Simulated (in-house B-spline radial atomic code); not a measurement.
The ruthenium ion Ru⁵⁺: [Kr] 4d3

Method: non-relativistic wB97X, spin-polarised, spherical fractional occupations, exact exchange averaged over the configuration, point nucleus. Calculated with a B-spline radial code for spherical atoms.

Z_r = [3n² - l(l+1)]/(2<r>); Z_e = n√(-2ε); the last column is Slater's effective charge. Values are occupation-weighted means over spin.

| shell | electrons | ε (eV) | <r> (bohr) | Z_r | Z_e | Slater |
| --- | --- | --- | --- | --- | --- | --- |
| 1s | 2 | -21459 | 0.03463 | 43.32 | 39.71 | 43.70 |
| 2s | 2 | -3107.1 | 0.1508 | 39.78 | 30.22 | 39.85 |
| 2p | 6 | -2878.7 | 0.1292 | 38.71 | 29.09 | 39.85 |
| 3s | 2 | -612.17 | 0.414 | 32.61 | 20.12 | 32.75 |
| 3p | 6 | -522.38 | 0.4075 | 30.67 | 18.59 | 32.75 |
| 3d | 10 | -357.64 | 0.3828 | 27.43 | 15.38 | 22.85 |
| 4s | 2 | -145.91 | 1.022 | 23.48 | 13.10 | 16.25 |
| 4p | 6 | -117.53 | 1.09 | 21.10 | 11.76 | 16.25 |
| 4d | 3 | -74.029 | 1.29 | 16.28 | 9.33 | 7.30 |

The least bound orbital is 4d up at -74.03 eV, and it is also the most diffuse (<r> = 1.29 bohr).
